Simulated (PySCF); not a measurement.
## Rotational lines of KCa⁺

Lines J+1 ← J of the vibrational ground state, computed from RHF-CCSD(T) constants of KCa⁺, ¹Σ⁺ (singlet), closed shell (basis K x2c-SVPall, Ca x2c-SVPall; spin-free X2C with a Gaussian nucleus; PySCF 2.14; masses 38.9637 and 39.9626 u), in MHz:

```tsv
J	ν (MHz)
2	8677.0
3	11569.2
4	14461.2
5	17353.0
6	20244.6
```

Task: Find B0 and the effective bond length r0; with αe = 0.000262 cm⁻¹, find Re.

Result: ν = 2B0(J+1) − 4D(J+1)³ gives B0 = 0.048240 cm⁻¹. With the reduced mass μred = 19.728 u, r0 = √(16.8576/(μred·B0)) (u, cm⁻¹, Å) = 4.2087 Å. Be = B0 + αe/2 = 0.048371 cm⁻¹ gives Re = 4.203 Å.

Correlated steps freeze 10 core orbitals. Correlated levels converge slowly with the basis: in double zeta they bind strong bonds too weakly, by up to about 1 eV, and carry superposition errors of some tenths. For an ion De counts to the pair picked by the measured ionisation energies or electron affinities, which need not be the lowest pair at this level.
